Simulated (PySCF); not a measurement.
H9Si4, SMILES [SiH3][Si]([SiH3])[SiH3], multiplicity 2. Coordinates come from a PBE-D3(BJ)/def2-SVP optimisation. The isomer is the one that the SMILES or the coordinates give; other isomers of the formula were not compared.

Computed equilibrium geometry at PBE-D3(BJ)/def2-SVP (PySCF confirms it by a frequency run) as a Z-matrix, and its point group:
point group C3v.
```
Si
Si 1 2.3402
H 2 1.5056 1 109.84
H 2 1.5056 3 109.09 1 -120.43
H 2 1.5093 3 108.30 4 -117.68
Si 1 2.3402 2 114.89 3 51.71
H 6 1.5056 1 109.84 2 -171.69
H 6 1.5056 7 109.09 1 -120.43
H 6 1.5093 7 108.30 8 -117.68
Si 1 2.3402 2 114.89 3 -171.69
H 10 1.5056 1 109.84 2 51.71
H 10 1.5056 11 109.09 1 -120.43
H 10 1.5093 11 108.30 12 -117.68
```
Charge 0, spin multiplicity 2.
